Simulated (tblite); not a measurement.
Parent: `[SiH3:1][CH2:2][C@H:3]1[CH2:4][SiH2:5][SiH2:6]1` with Si1–C2–C3–C4 174°, C2–C3–C4–Si5 143°, C3–C4–Si5–Si6 -14°, C4–Si5–Si6–C3 11°, C2–C3–Si6–Si5 -137°, C3H12Si3.

Structures optimised with GFN2-xTB, isolated species. One conformer each, not checked by frequencies here.

| coordinate of the parent | value |
| --- | --- |
| Si1–C2 | 1.898 Å |
| C2–C3 | 1.524 Å |
| C3–C4 | 1.552 Å |
| C4–Si5 | 1.922 Å |
| Si5–Si6 | 2.324 Å |
| C3–Si6 | 1.934 Å |
| Si1–C2–C3 | 114.1° |
| C2–C3–C4 | 113.1° |
| C2–C3–Si6 | 118.4° |
| C4–C3–Si6 | 100.3° |
| C3–C4–Si5 | 100.9° |
| C4–Si5–Si6 | 77.9° |
| C3–Si6–Si5 | 77.7° |

How does the shared frame change in `[CH3:1][Si@@H:2]1[CH2:3][C@H:4]([CH2:5][SiH3:6])[SiH2:7]1` with C3–C4–C5–Si6 174°, C1–Si2–C3–C4 -134°, Si2–C3–C4–C5 145°, C3–C4–Si7–Si2 -14°, C1–Si2–Si7–C4 123°, C4H14Si3? Atoms pair as Si1 = Si6, C2 = C5, C3 = C4, C4 = C3, Si5 = Si2, Si6 = Si7 (parent first).

```
    parent    relative  value in the relative  change
    Si1–C2      Si6–C5                1.898 Å   0.000
     C2–C3       C5–C4                1.524 Å   0.000
     C3–C4       C4–C3                1.551 Å  -0.001
    C4–Si5      C3–Si2                1.925 Å  +0.003
   Si5–Si6     Si2–Si7                2.329 Å  +0.005
    C3–Si6      C4–Si7                1.932 Å  -0.002
 Si1–C2–C3   Si6–C5–C4                 114.1°     0.0
  C2–C3–C4    C5–C4–C3                 113.0°    -0.1
 C2–C3–Si6   C5–C4–Si7                 118.5°    +0.1
 C4–C3–Si6   C3–C4–Si7                 100.5°    +0.2
 C3–C4–Si5   C4–C3–Si2                 100.6°    -0.3
C4–Si5–Si6  C3–Si2–Si7                  77.8°    -0.1
C3–Si6–Si5  C4–Si7–Si2                  77.5°    -0.2
```

Of the parent's bonds, Si5–Si6 changes most (+0.005 Å). Bonds of the relative outside the shared frame: C1–Si2 1.904 Å. Point group C1 → C1.

How does the shared frame change in `[CH3:1][C:2]#[C:3][Si@@H:4]1[CH2:5][C@@H:6]([CH2:7][SiH3:8])[SiH2:9]1` with C5–C6–C7–Si8 -173°, C3–Si4–C5–C6 -103°, Si4–C5–C6–C7 -142°, C5–C6–Si9–Si4 13°, C3–Si4–Si9–C6 99°, C6H14Si3? Atoms pair as Si1 = Si8, C2 = C7, C3 = C6, C4 = C5, Si5 = Si4, Si6 = Si9 (parent first).

| parent | relative | value in the relative | change |
| --- | --- | --- | --- |
| Si1–C2 | Si8–C7 | 1.898 Å | 0.000 |
| C2–C3 | C7–C6 | 1.525 Å | +0.001 |
| C3–C4 | C6–C5 | 1.552 Å | 0.000 |
| C4–Si5 | C5–Si4 | 1.927 Å | +0.005 |
| Si5–Si6 | Si4–Si9 | 2.329 Å | +0.005 |
| C3–Si6 | C6–Si9 | 1.934 Å | 0.000 |
| Si1–C2–C3 | Si8–C7–C6 | 114.0° | -0.1 |
| C2–C3–C4 | C7–C6–C5 | 113.1° | 0.0 |
| C2–C3–Si6 | C7–C6–Si9 | 118.0° | -0.4 |
| C4–C3–Si6 | C5–C6–Si9 | 100.6° | +0.3 |
| C3–C4–Si5 | C6–C5–Si4 | 100.8° | -0.1 |
| C4–Si5–Si6 | C5–Si4–Si9 | 77.9° | 0.0 |
| C3–Si6–Si5 | C6–Si9–Si4 | 77.7° | 0.0 |

Of the parent's bonds, C4–Si5 and Si5–Si6 change most and about equally (+0.005 Å). Bonds of the relative outside the shared frame: C1–C2 1.446, C2≡C3 1.206, C3–Si4 1.847 Å. Point group C1 → C1.

How does the shared frame change in `[SiH3:1][CH2:2][C@@H:3]1[CH2:4][Si@@H:5]([SH:6])[SiH2:7]1` with Si1–C2–C3–C4 -62°, C4–Si5–S6–H 47°, C2–C3–C4–Si5 -136°, C3–C4–Si5–S6 -107°, C4–Si5–Si7–C3 -7°, C2–C3–Si7–Si5 132°, C3H12SSi3? Atoms pair as Si1 = Si1, C2 = C2, C3 = C3, C4 = C4, Si5 = Si5, Si6 = Si7 (parent first).

```
    parent    relative  value in the relative  change
    Si1–C2      Si1–C2                1.905 Å  +0.007
     C2–C3       C2–C3                1.525 Å  +0.001
     C3–C4       C3–C4                1.550 Å  -0.002
    C4–Si5      C4–Si5                1.926 Å  +0.004
   Si5–Si6     Si5–Si7                2.329 Å  +0.005
    C3–Si6      C3–Si7                1.941 Å  +0.007
 Si1–C2–C3   Si1–C2–C3                 113.9°    -0.2
  C2–C3–C4    C2–C3–C4                 113.3°    +0.2
 C2–C3–Si6   C2–C3–Si7                 116.0°    -2.4
 C4–C3–Si6   C4–C3–Si7                 101.4°    +1.1
 C3–C4–Si5   C3–C4–Si5                 100.9°     0.0
C4–Si5–Si6  C4–Si5–Si7                  78.6°    +0.7
C3–Si6–Si5  C3–Si7–Si5                  77.6°    -0.1
```

Of the parent's bonds, Si1–C2 and C3–Si6 change most and about equally (+0.007 Å). Bonds of the relative outside the shared frame: Si5–S6 2.170 Å. Point group C1 → C1.

All values are computed, not measured.
